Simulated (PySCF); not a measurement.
**Working out the ionisation energy of Xe**

Xe [Xe] (1S) → Xe⁺ [Kr] 4d10 5s2 5p5 (2P). Calculation: PySCF 2.14, in def2-SVP with the def2 core potential (28 electrons); a scalar-relativistic core potential. Frozen: 4s2 4p6 4d10. Energies in hartree (1 hartree = 27.21139 eV):

| part | Xe (lower) | Xe⁺ (upper) |
| --- | --- | --- |
| UHF | -328.298394 | -327.877043 |
| CCSD correlation | -0.160058 | -0.134443 |
| (T) | -0.004906 | -0.003563 |

Task: What does Hartree-Fock give?

Result: (-327.877043) − (-328.298394) = 0.421351 hartree = 11.466 eV.

Task: What do CCSD and CCSD(T) give?

Result: The CCSD correlation energies differ by 0.025615 hartree = 0.697 eV and the triples by 0.001343 hartree = 0.037 eV, so CCSD gives 12.163 eV and CCSD(T) 12.200 eV.

Measured between the centres of the two terms (NIST): 12.565 eV, so CCSD(T) (valence) is off by -0.365 eV.

A double-zeta basis recovers only part of the correlation energy.

What remains against the reference includes basis incompleteness, the frozen core and higher excitations.
